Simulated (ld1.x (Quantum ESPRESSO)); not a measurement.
**Pd: one change to an RRKJ potential, before and after**

| Property | Result |
| --- | --- |
| Element | Pd (Z = 46) |
| Generator | ld1.x (Quantum ESPRESSO) 7.5 |
| Type | norm-conserving RRKJ (Kleinman–Bylander form) |
| Functional | PBE |
| Relativity | scalar-relativistic |
| Frozen core | [Ar] 3d10 |
| Valence charge | 18 |
| Reference configuration | 4s2 4p6 4d10 5s0 5p0 |
| Partial waves | 4s (bound): rc 1.40 bohr; 4p (bound): rc 1.40 bohr; 4d (bound): rc 1.95 bohr |
| Local potential | the d channel |
| Core correction | none |

Change: wave 4s (bound): rc 1.40 bohr becomes 4s (bound): rc 1.38 bohr.

Cutoffs: the cutoffs (Ry, on a coarse ladder) from which the occupation-weighted sum of valence levels, in a spherical-Bessel basis at the reference potential, stays within 10 and 1 mRy of its value at 400 Ry; they do not see the model core or the augmentation charge, which bear on the density cutoff. Errors are all-electron minus pseudo energies relative to the spin-unpolarised reference configuration.

**Question.** What does the change do?

**Answer.** The potential gets neither clearly harder nor softer (70 Ry and 110 Ry → 70 Ry and 110 Ry); of the 7 tests that both files solve, the error grows in 0 and shrinks in 2 by more than 15 % and 0.3 meV (median size 55.1 → 55.2 meV); neither file shows a bound ghost.

| quantity | base | changed |
| --- | --- | --- |
| cutoff, loose | 70 Ry | 70 Ry |
| cutoff, tight | 110 Ry | 110 Ry |
| bound ghosts | none | none |
| error for 4s2 4p6 4d9 5s0 5p0, meV [ΔE 9.12 eV] | -5.0 | -5.0 |
| error for 4s2 4p6 4d8 5s0 5p0, meV [ΔE 29.93 eV] | -26 | -26 |
| error for 4s2 4p6 4d7 5s0 5p0, meV [ΔE 64.29 eV] | -55 | -55 |
| error for 4s2 4p6 4d9 5s0 5p1, meV [ΔE 5.24 eV] | -22 | -22 |
| error for 4s1 4p6 4d10 5s0 5p0, meV [ΔE 91.57 eV] | -162 | -148 |
| error for 4s2 4p6 4d9 5s1 5p0, meV [ΔE 1.50 eV] | +188 | +113 |
| error for 4s2 4p6 4d8 5s1 5p0, meV [ΔE 13.64 eV] | +329 | +205 |
| s: phases at 2.15 bohr within 0.05 rad from the reference energy up to (Ry; the scan ends near 5) | -0.2 | 0.0 |
| p: phases at 2.15 bohr within 0.05 rad from the reference energy up to (Ry; the scan ends near 5) | to the end of the scan | to the end of the scan |
| d: phases at 2.15 bohr within 0.05 rad from the reference energy up to (Ry; the scan ends near 5) | 3.0 | 3.0 |
